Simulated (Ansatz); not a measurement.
Reaction (SMILES): COB(O)O [methoxyboronic acid] -> COB(O)[O] + H atom (the H-O bond breaks)

Wanted: bond dissociation energy (electronic), in kcal/mol. Set-up: dispersion terms only where a functional's name holds one; open shells spin-unrestricted; six Cartesian d functions in 6-31G* and its kin unless marked 5d; non-relativistic; spin-orbit terms left out; frozen cores in correlated levels. CBS marks a two-point X^-3 extrapolation of the correlation energy; Hartree-Fock from the larger set. Ab initio and DFT rows: single points at B3LYP-D3(BJ) geometries (Ansatz, an electronic-structure program).

```
species    coefficient  E at B3LYP/6-31G* (Ansatz), Eh  E at wB97M-V/def2-TZVPD (Ansatz), Eh
---------  -----------  ------------------------------  ------------------------------------
COB(O)O             -1                      -291.77869                            -291.81969
COB([O])O           +1                      -291.09272                            -291.12739
H atom              +1                        -0.50027                              -0.49411
```

Coupled cluster (Ansatz) is a level with limits of its own, used here on species with T1 under 0.025 (0.045 for open shells) and stable references: CCSD(T)/CBS(cc-pVTZ,cc-pVQZ). Value to compare with, CCSD(T)/CBS(cc-pVTZ,cc-pVQZ) (Ansatz): 127.1 kcal/mol. 1 Eh = 627.5095 kcal/mol.

Problem. Work the quantity out at each level, and compare with CCSD(T)/CBS(cc-pVTZ,cc-pVQZ) (Ansatz).

Solution. 
- B3LYP/6-31G*: the sum of coefficient times E is 0.18570 Eh, or 116.53 kcal/mol. Result: 116.5 kcal/mol. Its difference against CCSD(T)/CBS(cc-pVTZ,cc-pVQZ) (Ansatz) is -10.6 kcal/mol.
- wB97M-V/def2-TZVPD: the sum of coefficient times E is 0.19819 Eh, or 124.37 kcal/mol. Result: 124.4 kcal/mol. Its difference against CCSD(T)/CBS(cc-pVTZ,cc-pVQZ) (Ansatz) is -2.7 kcal/mol.
